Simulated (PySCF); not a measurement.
Si(CCH)(Cl)2(OMe) (C₃H₄Cl₂OSi), SMILES C#C[Si](Cl)(OC)Cl.

The structure is a stationary point at B3LYP-D3(BJ)/def2-SVP. Other conformers were not sampled.

Vertical ionisation energy (IE) and electron affinity (EA) in eV. Rows of orbital energies are one-electron estimates. Where ΔSCF, EOM or ADC give a negative EA the extra electron is unbound and the value depends on the basis.

```csv
level,IE,EA
"−ε(HOMO), −ε(LUMO), HF/def2-TZVP (PySCF)",…,…
"−ε(HOMO), −ε(LUMO), PBE/def2-TZVP (PySCF)",7.21,1.69
```

Q: What belongs in the gaps? (The exact figures need the calculation; the answer reports its results.)

A: 
- −ε(HOMO), −ε(LUMO), HF/def2-TZVP (PySCF), IE: 11.45
- −ε(HOMO), −ε(LUMO), HF/def2-TZVP (PySCF), EA: -2.97
